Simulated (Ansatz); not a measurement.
CrF2 was relaxed with B3LYP-D4 (def2-TZVP) in Ansatz in these states: charge +1 quartet, neutral quintet. The geometries follow in no particular order.

A:

```xyz
3

Cr    0.259    0.156    0.305
F     0.180    1.246   -1.095
F    -0.440   -1.403    0.791
```

B:

```xyz
3

Cr    0.189   -0.212    0.357
F    -0.769    1.106    0.773
F     0.580   -0.893   -1.130
```

**Question.** Judge from the bond lengths which geometry belongs to which state (an estimate).

**Answer.** A is the neutral quintet (Cr1–F2 1.776 Å, Cr1–F3 1.776 Å); B is the charge +1 quartet (Cr1–F2 1.682 Å, Cr1–F3 1.682 Å).
